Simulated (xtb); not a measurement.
Cd(SH)(GeH3) (CdGeH₄S), SMILES [SH][Cd][GeH3]. All values are semi-empirical tight-binding results from xtb (GFN2-xTB unless named), good for trends rather than for accurate numbers. Coordinates come from a GFN2-xTB optimisation. The structure was generated by enumeration; whether it is a known compound was not checked. One conformer was computed; it need not be the lowest.

For metal compounds this method's bond lengths and energies can be far off.

Computed properties:
* **orbital gap**: 3.30 eV
* **zero-point energy**: 17.9 kcal/mol
* **G − E(el) at 298.15 K (modified RRHO)**: -3.5 kcal/mol
